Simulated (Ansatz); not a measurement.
Input file for Ansatz (an electronic-structure program): R-PBE0/def2-TZVPPD on H8OSi2 (a complex), monomers drawn apart or pushed together. Files ending in .json are basis or fitting sets from the Basis Set Exchange.

Ansatz 0.2 input:
```yaml
crystal:
  periodic: [false, false, false]
  atoms:
    - {symbol: O, position_ang: [0.76908816, 0.68805834, 0.74716409]}
    - {symbol: H, position_ang: [1.57405291, 0.16663466, 0.65640225]}
    - {symbol: H, position_ang: [0.17031394, 0.35819565, 0.06837880]}
    - {symbol: Si, position_ang: [-0.92021567, -1.50815745, 4.08734063]}
    - {symbol: Si, position_ang: [-0.90841479, 0.74739957, 4.74084361]}
    - {symbol: H, position_ang: [0.45279702, -1.99188752, 3.79651517]}
    - {symbol: H, position_ang: [-1.74829169, -1.71234608, 2.87227210]}
    - {symbol: H, position_ang: [-1.47894358, -2.37750078, 5.15509128]}
    - {symbol: H, position_ang: [0.47286225, 1.27973676, 4.76832959]}
    - {symbol: H, position_ang: [-1.47349266, 0.87595459, 6.10985638]}
    - {symbol: H, position_ang: [-1.74069622, 1.56375737, 3.82818176]}
basis:
  gaussian:
    orbitals: def2-TZVPPD.json
hamiltonian:
  xc: {name: PBE0}
scf: {lower_state_search: off}
```

Program output:

```
Functional definition: PBE0
[...]
these checks for a lower state are left out or cut short: stability, starts, cluster_reference, orbital_swaps, neighbouring_geometries, increment
integrals: 0.21 GiB planned
1300 factors; their error is unknown
mean field: 1.60 GiB planned
mean field evaluation 1: about -17920.2903 eV, gradient 5.2e1 eV
mean field evaluation 2: about -17913.3063 eV, gradient 8.1e1 eV
mean field evaluation 4: about -17924.7070 eV, gradient 1.1e0 eV
mean field evaluation 8: about -17924.7439 eV, gradient 4.1e-1 eV
mean field evaluation 16: about -17924.7441 eV, gradient 5.4e-6 eV
mean field -17924.74406922 eV, -658.7221947158 hartree, gradient 5.4e-6 eV, S^2 0.000000; 0 other end points of the search recorded, 0 dependent functions left out
reference -17924.74411545 eV, -658.7221964149 hartree; 22, 22 occupied and 250, 250 virtual orbitals, 1300 factors
Total energy: -17924.74411545 eV, -658.7221964149 hartree
Checks for a lower state left out: stability, starts, cluster_reference, orbital_swaps, neighbouring_geometries, increment
```

Self-consistency was reached.

Cost: about 4 core-seconds (a rough figure).
